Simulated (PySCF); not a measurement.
**Working out the ionisation energy of Ar⁺**

Ar⁺ [Ne] 3s2 3p5 (2P) → Ar²⁺ [Ne] 3s2 3p4 (3P). Calculation: PySCF 2.14, in aug-cc-pV(D+d)Z; the non-relativistic Hamiltonian (point nucleus). Frozen: [Ne]. Energies in hartree (1 hartree = 27.21139 eV):

| part | Ar⁺ (lower) | Ar²⁺ (upper) |
| --- | --- | --- |
| UHF | -526.261706 | -525.291650 |
| MP2 opposite-spin | -0.091908 | -0.072209 |
| MP2 same-spin | -0.031224 | -0.023552 |

Task: What does Hartree-Fock give?

Result: (-525.291650) − (-526.261706) = 0.970056 hartree = 26.397 eV.

Task: What do MP2 and SCS-MP2 (6/5 opposite-spin, 1/3 same-spin) give?

Result: The opposite-spin parts differ by 0.536 eV and the same-spin parts by 0.209 eV. MP2: 26.397 + (0.536) + (0.209) = 27.142 eV. SCS-MP2: 26.397 + 1.2 × (0.536) + (0.209)/3 = 27.110 eV.

A first-order spin-orbit estimate adds -0.006 eV to MP2 (valence), giving 27.136 eV against 27.630 eV (measured; NIST Atomic Spectra Database, ionization energies).

What remains against the reference includes basis incompleteness, the frozen core and correlation beyond second order.
